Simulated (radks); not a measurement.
Values are calculated unless marked as measured or tabulated.
All-electron atom: the sulfur ion S10+ in [He] 2s2 2p2 (the NIST ground configuration). Code: a radial shooting solver on a logarithmic mesh with Libxc functionals. Model: scalar-relativistic Kohn-Sham, PBEsol, spin-polarised, spherical densities, point nucleus; open shells are filled with parallel spins first.

Normalised radial functions P(r) = r R(r), r in bohr:

r,1s up
0.004207,0.4997
0.005097,0.5962
0.006176,0.7091
0.007543,0.8462
0.00914,0.9981
0.01116,1.1787
0.01353,1.3736
0.01652,1.5972
0.02002,1.8280
0.02426,2.0679
0.02963,2.3160
0.0359,2.5374
0.04384,2.7296
0.05312,2.8535
0.06437,2.8939
0.07862,2.8243
0.09526,2.6373
0.1164,2.3198
0.141,1.9202
0.1708,1.4705
0.2086,1.0081
0.2528,0.6252
0.3088,0.3285
0.3741,0.1495
0.457,0.0531
0.5537,0.0153
0.6709,0.0033
0.8195,0.0005
0.9929,0.0000
1.213,0.0000
1.469,0.0000

1s up: eigenvalue -2794.6 eV, 0 radial nodes, <r> = 0.0967 bohr, 90 % of the charge inside 0.173 bohr.
